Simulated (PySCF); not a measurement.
Zn: excitation energy

Zn [Ar] 3d10 4s2 (1S) → Zn [Ar] 3d9 4s2 4p1 (high-spin determinant), as a difference of total energies. Calculation: PySCF 2.14, in aug-cc-pVDZ-PP with ECP10MDF; a scalar-relativistic core potential. Correlated levels: valence: 3s2 3p6 frozen. The calculations carry no spin-orbit coupling.

```tsv
method	excitation energy (eV)
UHF	9.029
LDA	12.092
PBE	11.466
PBE0	11.000
r2SCAN	10.880
BHandHLYP	10.527
LC-wPBE	11.121
PBEsol	11.664
wB97M-V	10.846
MP2 (valence)	11.727
SCS-MP2 (valence)	11.417
```

Q: How much does correlation contribute at MP2 (valence)?

A: 11.727 − (9.029) = 2.698 eV, measured against UHF.

The upper state lies above the first ionisation limit, where it may autoionise and the basis confines it.

The determinant of the upper state mixes LS terms, which raises its energy above the lowest term, most at the Hartree-Fock and MP2 levels.
